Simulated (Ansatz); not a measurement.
A series at Sn: from tetramethyltin, ligands are replaced one by one, each step taking up H₂ and setting free CH₄; n counts the steps. Ansatz, PBE0-D4/def2-TZVP geometries.

CBS adds triple-zeta CCSD(T) − MP2 to the MP2 limit, frozen cores; atoms without spin–orbit coupling. Elements past krypton have def2 core potentials. Outer-core shells of Sn are correlated without core-valence functions. Spin–orbit coupling is left out.

```csv
n,molecule,"atomization energy, CCSD(T)/CBS (kJ/mol)"
0,`[CH3][Sn]([CH3])([CH3])[CH3]`,6152.2
1,`[CH3][SnH]([CH3])[CH3]`,?
2,`[CH3][SnH2][CH3]`,3627.5
3,`[CH3][SnH3]`,2365.8
4,`[SnH4]`,1104.7
```

By hand: fit a straight line y = ȳ + b (n − n̄) to the 4 given rows and predict n = 1.

n̄ = 2.250, ȳ = 3312.55; Σ(n − n̄)(y − ȳ) = -11041.75, Σ(n − n̄)² = 8.750, so b = -1261.91 kJ/mol a step. Prediction: 3312.55 + (-1261.91) × (-1.250) = 4889.9 kJ/mol.

By hand: compare with the computed value, 4889.9 kJ/mol, and give the steps along the whole series.

The line misses by 0.0 kJ/mol (computed minus predicted). Steps: -1262.3, -1262.4, -1261.7, -1261.1 kJ/mol.

The steps differ by at most 1.3 kJ/mol, 0.1 % of a mean step, so the ligands' effects nearly add and a line is close. The miss is 0.0 % of the series' range. The energies themselves are unsure by some kJ/mol a bond, though much of that is common to the series.
